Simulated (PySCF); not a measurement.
**Correlation energy of Ne(3+) (neon, charge +3)**

[He] 2s2 2p3, high-spin 4S determinant. Calculation: PySCF 2.14, in def2-QZVPPD; the non-relativistic Hamiltonian (point nucleus). Frozen: 1s2; 5 electrons correlated.

```csv
level,correlation energy (mhartree)
CCSD,-121.11
(T),-1.08
CCSD(T),-122.19
```

Diagnostics: T1 = 0.0021, D1 = 0.0053, largest double amplitude 0.023.

Cost of the coupled-cluster step: roughly 10 core-seconds, for 5 correlated electrons.

Iterations:

```
CC2 = 0
CCSD nocc = (np.int64(4), np.int64(1)), nmo = (65, 65)
frozen orbitals [[0], [0]]
max_cycle = 100
direct = 0
conv_tol = 1e-08
conv_tol_normt = 1e-06
diis_space = 8
diis_start_cycle = 0
Init t2, MP2 energy = -0.10869772992509
Init E_corr(UCCSD) = -0.108697729925095
cycle = 1  E_corr(UCCSD) = -0.118833967968695  dE = -0.010136238  norm(t1,t2) = 0.0158616
cycle = 2  E_corr(UCCSD) = -0.120527324759793  dE = -0.00169335679  norm(t1,t2) = 0.00447385
cycle = 3  E_corr(UCCSD) = -0.121126310157431  dE = -0.000598985398  norm(t1,t2) = 0.00149527
cycle = 4  E_corr(UCCSD) = -0.121104047285679  dE = 2.22628718e-05  norm(t1,t2) = 0.000148481
cycle = 5  E_corr(UCCSD) = -0.121106323126233  dE = -2.27584055e-06  norm(t1,t2) = 2.27584e-05
cycle = 6  E_corr(UCCSD) = -0.121106355940562  dE = -3.28143286e-08  norm(t1,t2) = 1.58481e-06
cycle = 7  E_corr(UCCSD) = -0.12110635818109  dE = -2.24052853e-09  norm(t1,t2) = 1.735e-07
UCCSD converged
E(UCCSD) = -124.2292973065521  E_corr = -0.1211063581810902
UCCSD(T) correction = -0.0010779708263606
```
